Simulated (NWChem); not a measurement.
CH3BCl2O; SMILES O(C)B(Cl)Cl

```xyz
8

B     -0.0931     0.1643     0.0000
Cl    -0.3503     1.9101     0.0000
Cl     1.5687    -0.4687     0.0000
O     -1.1755    -0.6320     0.0000
C     -1.1724    -2.0541     0.0000
H     -1.7131    -2.4097     0.8999
H     -1.7131    -2.4097    -0.8999
H     -0.1427    -2.4649     0.0000
```
Atoms are numbered in this order, from 1.

Level: PBE-D3(BJ)/def2-SVP (NWChem), optimised geometry, unscaled harmonic frequencies. 

```
frequency (cm⁻¹)  IR intensity (km/mol)
----------------  ---------------------
60                                  0.2
145                                 3.4
215                                 3.9
256                                 1.1
399                                 9.8
496                                12.3
533                                 4.6
957                               370.5
1008                                9.0
1141                               32.5
1143                                0.2
1344                              349.6
1419                                4.1
1422                                3.9
1459                              186.0
2971                               45.2
3070                               12.9
3073                                8.1
```

| Property | Value |
|---|---|
| zero-point energy | 30.2 kcal/mol |
| thermal correction to the enthalpy at 298.15 K (with zero-point energy) | 34.6 kcal/mol |
| heat capacity Cv | 19.0 cal/(mol K) |
| entropy at 298.15 K and 1 atm (symmetry number 1) | 81.1 cal/(mol K) |
| dipole moment | 2.34 D |

Rigid rotor and harmonic oscillator; modes under 100 cm⁻¹ make the entropy uncertain.
